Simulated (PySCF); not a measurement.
Simulated characterisation data

Relativity neglected, rapidly exchanging positions averaged, one computed conformer, isolated molecule. NMR shieldings at PBE0/pcSseg-1/GIAO; GFN2-xTB geometry; PySCF 2.14.0 with density-fitted response routines.

Scale: ¹H, ¹³C against TMS (reference shieldings calculated alike). Splittings of carbon signals by F and P are missing where no couplings were computed. Where no couplings were computed, multiplicities follow the n + 1 count of equivalent neighbours, and m marks all less simple cases (inequivalent or close neighbours, rings, F or P nearby). Shifts are as computed. Against solution values, carbons near 30 ppm lie about +3 ppm off and those near 130 ppm about +5 ppm. Of 1309 compounds with measured shifts, 239 miss one by over three times the rms of a fit or turn the order of signals round; such compounds aren't used in these exercises. OH and NH positions are gas-phase values without hydrogen bonding to other molecules.

**1.** SMILES Cn1ccc(C(F)(F)F)c1, C6H6F3N. ¹H NMR (400 MHz, computed): δ 6.95 (m, 1H), 6.65 (m, 1H), 6.56 (m, 1H), 3.76 (s, 3H). ¹³C{¹H} NMR (computed): δ 133.3 (C), 125.9 (CH), 124.6 (CH), 123.7 (C), 113.9 (CH), 37.1 (CH3).

**2.** SMILES CC(=O)C[SiH2]O, C3H8O2Si. ¹H NMR (400 MHz, computed): δ 5.00 (t, 2H), 3.23 (br s, 1H), 2.32 (s, 3H), 2.28 (t, 2H). ¹³C{¹H} NMR (computed): δ 216.6, 36.6, 35.0.
